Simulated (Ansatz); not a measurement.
One change: `OB(O)[Te][SiH3]` becomes `C[SiH2][Te]B(O)O`.

Ansatz, PBE0-D4/def2-TZVP geometries, multiplicity 1. Each molecule was computed in one conformer, which needn't be the lowest.

Elements past krypton have def2 core potentials.

| property | `OB(O)[Te][SiH3]` |
| --- | --- |
| size of the dipole moment (B3LYP/def2-TZVPP) / D | 1.56 |
| LUMO energy (PBE0/def2-TZVPP) / eV | -0.54 |
| size of the dipole moment (PBE/def2-TZVPP) / D | 1.51 |
| HOMO–LUMO gap (ωB97M-V/def2-TZVPP) / eV | 9.74 |
| HOMO energy (ωB97M-V/def2-TZVPP) / eV | -8.59 |
| HOMO–LUMO gap (B3LYP/def2-TZVPP) / eV | 5.57 |

Task: Give the same properties after the change, and the shifts. (Estimate.)

Result: Computed: 
```json
{"property": "size of the dipole moment (B3LYP/def2-TZVPP) / D", "`C[SiH2][Te]B(O)O`": "0.44", "shift": "-1.12"}
{"property": "LUMO energy (PBE0/def2-TZVPP) / eV", "`C[SiH2][Te]B(O)O`": "-0.44", "shift": "0.10"}
{"property": "size of the dipole moment (PBE/def2-TZVPP) / D", "`C[SiH2][Te]B(O)O`": "0.46", "shift": "-1.05"}
{"property": "HOMO–LUMO gap (ωB97M-V/def2-TZVPP) / eV", "`C[SiH2][Te]B(O)O`": "9.54", "shift": "-0.20"}
{"property": "HOMO energy (ωB97M-V/def2-TZVPP) / eV", "`C[SiH2][Te]B(O)O`": "-8.34", "shift": "0.25"}
{"property": "HOMO–LUMO gap (B3LYP/def2-TZVPP) / eV", "`C[SiH2][Te]B(O)O`": "5.42", "shift": "-0.15"}
```

With PBE0 the HOMO rises by 0.25 eV and the LUMO rises by 0.10 eV, so the gap narrows by about 0.15 eV. PBE moves the HOMO by 0.25 eV and ωB97M-V by 0.25 eV. Dipoles are sizes alone; their direction can turn.

B3LYP here is the variant with VWN-RPA as its local correlation; programs differ in this.

Spin–orbit coupling is left out; it splits and shifts lone-pair levels of the heavy atoms by tenths of an eV.
